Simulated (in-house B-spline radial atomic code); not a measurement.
**Be: [He] 2s2**

Computed with a B-spline radial code for spherical atoms: non-relativistic CAM-B3LYP, spin-polarised, spherical fractional occupations, exact exchange averaged over the configuration, point nucleus.

Effective charges: Z_r = [3n² - l(l+1)]/(2<r>) from the radius, Z_e = n√(-2ε) from the energy, and Slater's rules. Values are occupation-weighted means over spin.

```tsv
shell	electrons	ε (eV)	<r> (bohr)	Z_r	Z_e	Slater
1s	2	-113.13	0.4201	3.57	2.88	3.70
2s	2	-7.6749	2.604	2.30	1.50	1.95
```

The least bound orbital is 2s at -7.675 eV, and it is also the most diffuse (<r> = 2.604 bohr).

The density falls to 0.001 bohr⁻³ at 4.137 bohr; Σ<r²> = 16.816 bohr² gives, by the non-relativistic formula and without the paramagnetism of open shells, a Langevin diamagnetic susceptibility of -13.32×10⁻⁶ cm³/mol.
